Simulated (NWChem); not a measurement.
System: BeH$_{2}$SO; SMILES [Be]([SH])[OH]

Excerpt of the output:

```
             Northwest Computational Chemistry Package (NWChem) 7.3.0
             --------------------------------------------------------

 C1  symmetry detected

                             Geometry "geometry" -> ""
                             -------------------------

 Output coordinates in angstroms (scale by  1.889725989 to convert to a.u.)

  No.       Tag          Charge          X              Y              Z
 ---- ---------------- ---------- -------------- -------------- --------------
    1 Be                   4.0000     0.02474014    -0.63583646    -0.02390636
    2 O                    8.0000     0.02087492    -2.05689713    -0.05316587
    3 H                    1.0000     0.00550371    -2.76092566     0.60694028
    4 S                   16.0000     0.06421418     1.27596208    -0.00462857
    5 H                    1.0000    -1.29889049     1.34405523    -0.01193077

 Effective nuclear repulsion energy (a.u.)      65.7320167463

                                 NWChem DFT Module
                                 -----------------

 Summary of "ao basis" -> "ao basis" (spherical)
 ------------------------------------------------------------------------------
       Tag                 Description            Shells   Functions and Types
 ---------------- ------------------------------  ------  ---------------------
 Be                         def2-svp                 5        9   3s2p
 O                          def2-svp                 6       14   3s2p1d
 H                          def2-svp                 3        5   2s1p
 S                          def2-svp                 8       18   4s3p1d

            General Information
            -------------------
          SCF calculation type: DFT
          Wavefunction type:  closed shell.
          No. of atoms     :     5
          No. of electrons :    30
           Alpha electrons :    15
            Beta electrons :    15
          Charge           :     0
          Spin multiplicity:     1
          Use of symmetry is: off; symmetry adaption is: off
          Maximum number of iterations: 150
          AO basis - number of functions:    51
                     number of shells:    25
          Convergence on energy requested:  1.00D-06
          Convergence on density requested:  1.00D-05
          Convergence on gradient requested:  5.00D-04

              XC Information
              --------------
                         B3LYP Method XC Potential
                     Hartree-Fock (Exact) Exchange  0.200
                        Slater Exchange Functional  0.800 local
                    Becke 1988 Exchange Functional  0.720 non-local
              Lee-Yang-Parr Correlation Functional  0.810
                  VWN I RPA Correlation Functional  0.190 local

             Grid Information
             ----------------
          Grid used for XC integration:  medium
          Radial quadrature: Mura-Knowles
          Angular quadrature: Lebedev.
          Tag              B.-S. Rad. Rad. Pts. Rad. Cut. Ang. Pts.
          ---              ---------- --------- --------- ---------
          Be                  1.05       49           8.0       434
          O                   0.60       49          10.0       434
          H                   0.35       45          11.0       434
          S                   1.00       88          11.0       590
          Grid pruning is: on
          Number of quadrature shells:   276
          Spatial weights used:  Erf1

      Superposition of Atomic Density Guess
      -------------------------------------

 Sum of atomic energies:        -487.59075721

      Non-variational initial energy
      ------------------------------

 Total energy =    -488.253559
 1-e energy   =    -802.281553
 2-e energy   =     248.295978
 HOMO         =      -0.334439
 LUMO         =      -0.017108

     ---------------------------------------------
      Total Density - Mulliken Population Analysis
     ---------------------------------------------

    Atom       Charge   Shell Charges
 -----------   ------   -------------------------------------------------------
    1 Be   4     3.23   1.99  0.47  0.07  0.59  0.10
    2 O    8     8.94   1.99  1.10  0.63  3.19  2.02  0.00
    3 H    1     0.62   0.50  0.06  0.06
    4 S   16    16.44   2.00  1.99  1.20  0.61  5.94  1.82  2.85  0.02
    5 H    1     0.77   0.56  0.18  0.03

   convergence    iter        energy       DeltaE   RMS-Dens  Diis-err
 ---------------- ----- ----------------- --------- --------- ---------
 d= 0,ls=0.0,diis     1   -489.2063177134 -5.55D+02  2.33D-02  6.60D-01
 d= 0,ls=0.0,diis     2   -489.0879033554  1.18D-01  1.36D-02  1.99D+00
 d= 0,ls=0.0,diis     3   -489.2884638444 -2.01D-01  2.41D-03  2.53D-02
 d= 0,ls=0.0,diis     4   -489.2909383711 -2.47D-03  1.09D-03  2.82D-03
 d= 0,ls=0.0,diis     5   -489.2914015361 -4.63D-04  2.48D-04  1.41D-04
  Resetting Diis
 d= 0,ls=0.0,diis     6   -489.2914225892 -2.11D-05  4.13D-05  4.18D-06
 d= 0,ls=0.0,diis     7   -489.2914232243 -6.35D-07  1.95D-05  3.25D-07
 d= 0,ls=0.0,diis     8   -489.2914232260 -1.70D-09  9.70D-06  3.40D-07

         Total DFT energy =     -489.291423226027
      One electron energy =     -805.285708994965
           Coulomb energy =      288.229286567733
    Exchange-Corr. energy =      -37.967017545128
 Nuclear repulsion energy =       65.732016746333

 Numeric. integr. density =       29.999998204941

                       DFT Final Molecular Orbital Analysis
                       ------------------------------------

 Vector   13  Occ=2.000000D+00  E=-3.344805D-01
              MO Center= -3.8D-02, -1.6D+00, -3.9D-02, r^2= 1.8D+00
   Bfn.  Coefficient  Atom+Function         Bfn.  Coefficient  Atom+Function
  ----- ------------  ---------------      ----- ------------  ---------------
    13      0.564869  2 O  px                16      0.418663  2 O  px
     4     -0.156331  1 Be px                40      0.140928  4 S  py
    37      0.129711  4 S  py                 5      0.103866  1 Be py
     7      0.088435  1 Be px                34      0.074553  4 S  py
     2     -0.064843  1 Be s                 48      0.051372  5 H  s

 Vector   14  Occ=2.000000D+00  E=-3.200309D-01
              MO Center=  1.0D-01,  9.1D-01, -1.3D-02, r^2= 2.4D+00
   Bfn.  Coefficient  Atom+Function         Bfn.  Coefficient  Atom+Function
  ----- ------------  ---------------      ----- ------------  ---------------
    40      0.414583  4 S  py                37      0.363721  4 S  py
     5      0.255936  1 Be py                32      0.243057  4 S  s
    34      0.209167  4 S  py                31      0.195637  4 S  s
    13     -0.191096  2 O  px                 2     -0.189301  1 Be s
    39      0.156821  4 S  px                16     -0.151881  2 O  px

 Vector   15  Occ=2.000000D+00  E=-2.583207D-01
              MO Center=  4.1D-02,  1.1D+00, -1.7D-02, r^2= 1.9D+00
   Bfn.  Coefficient  Atom+Function         Bfn.  Coefficient  Atom+Function
  ----- ------------  ---------------      ----- ------------  ---------------
    41      0.617375  4 S  pz                38      0.432200  4 S  pz
    35      0.248102  4 S  pz                 6     -0.114501  1 Be pz
    15     -0.098762  2 O  pz                18     -0.098349  2 O  pz
     9      0.077371  1 Be pz                14     -0.046045  2 O  py
    25     -0.043203  3 H  s                 12      0.038279  2 O  s

 Vector   16  Occ=0.000000D+00  E=-1.422647D-02
              MO Center= -9.4D-02, -5.2D-01,  1.6D-01, r^2= 6.3D+00
   Bfn.  Coefficient  Atom+Function         Bfn.  Coefficient  Atom+Function
  ----- ------------  ---------------      ----- ------------  ---------------
     3      1.178609  1 Be s                 32     -0.639227  4 S  s
    12     -0.397360  2 O  s                 48      0.336236  5 H  s
    39      0.253811  4 S  px                40      0.241542  4 S  py
    25      0.226680  3 H  s                 31     -0.203956  4 S  s
    30      0.147108  4 S  s                  8      0.146038  1 Be py

 Vector   17  Occ=0.000000D+00  E= 1.355691D-02
              MO Center= -3.8D-01, -3.6D-01,  7.1D-03, r^2= 4.1D+00
   Bfn.  Coefficient  Atom+Function         Bfn.  Coefficient  Atom+Function
  ----- ------------  ---------------      ----- ------------  ---------------
    48      0.635560  5 H  s                  7      0.610373  1 Be px
     4     -0.449750  1 Be px                32     -0.345517  4 S  s
    16     -0.269434  2 O  px                47      0.263372  5 H  s
    39      0.249480  4 S  px                 3     -0.241358  1 Be s
    13     -0.225719  2 O  px                40     -0.179831  4 S  py

 Vector   18  Occ=0.000000D+00  E= 2.996031D-02
              MO Center=  2.5D-02, -5.4D-01, -1.3D-02, r^2= 4.1D+00
   Bfn.  Coefficient  Atom+Function         Bfn.  Coefficient  Atom+Function
  ----- ------------  ---------------      ----- ------------  ---------------
     9      0.713397  1 Be pz                 6     -0.504045  1 Be pz
    41     -0.395040  4 S  pz                25     -0.282722  3 H  s
    38     -0.180626  4 S  pz                 8     -0.174461  1 Be py
    15     -0.170985  2 O  pz                18     -0.170651  2 O  pz
    12      0.168946  2 O  s                 24     -0.135192  3 H  s

     ---------------------------------------------
      Total Density - Mulliken Population Analysis
     ---------------------------------------------

    Atom       Charge   Shell Charges
 -----------   ------   -------------------------------------------------------
    1 Be   4     3.62   1.99  0.39  0.01  1.01  0.22
    2 O    8     8.46   1.99  1.06  0.63  2.91  1.86  0.00
    3 H    1     0.78   0.66  0.05  0.07
    4 S   16    16.21   2.00  1.98  1.26  0.57  5.93  1.83  2.60  0.04
    5 H    1     0.92   0.70  0.19  0.03

     -------------------------------------------
      Total Density - Lowdin Population Analysis
     -------------------------------------------

    Atom       Charge   Shell Charges
 -----------   ------   -------------------------------------------------------
    1 Be   4     3.88   1.96  0.40  0.13  0.93  0.46
    2 O    8     8.27   1.97  0.87  0.59  2.75  2.08  0.01
    3 H    1     0.89   0.54  0.17  0.18
    4 S   16    15.98   2.00  1.95  0.97  0.64  5.81  1.91  2.64  0.05
    5 H    1     0.99   0.61  0.30  0.08

     Multipole analysis of the density
     ---------------------------------

     L   x y z        total         alpha         beta         nuclear
     -   - - -        -----         -----         ----         -------
     0   0 0 0     -0.000000    -15.000000    -15.000000     30.000000

     1   1 0 0     -0.357839     -0.178920     -0.178920      0.000000
     1   0 1 0     -0.563255     -0.281628     -0.281628      0.000000
     1   0 0 1      0.465618      0.232809      0.232809      0.000000

     2   2 0 0    -16.716778    -11.499241    -11.499241      6.281704
     2   1 1 0     -1.140995      0.958706      0.958706     -3.058407
     2   1 0 1      0.020482      0.005175      0.005175      0.010132
     2   0 2 0    -17.956149   -135.647692   -135.647692    253.339235
     2   0 1 1     -2.785741      0.125886      0.125886     -3.037514
     2   0 0 2    -18.564059     -9.985102     -9.985102      1.406144
```

Level: B3LYP/def2-SVP. The geometry was optimised at PBE-D3(BJ)/def2-SVP.

Q: Write an input that gives this output.

A: This is not unique; one that fits is the input that was run:
```
start job
memory heap 200 mb stack 900 mb global 1100 mb
geometry units angstroms noautoz
  Be     0.018614    -0.669370    -0.061784
  O      0.000666    -2.085586    -0.181344
  H     -0.071058    -2.829122     0.429919
  S      0.078411     1.236616     0.081552
  H     -1.279630     1.326860    -0.020060
end
basis spherical
  * library def2-svp
end
dft
  xc b3lyp
  iterations 150
  mulliken
end
task dft energy
```
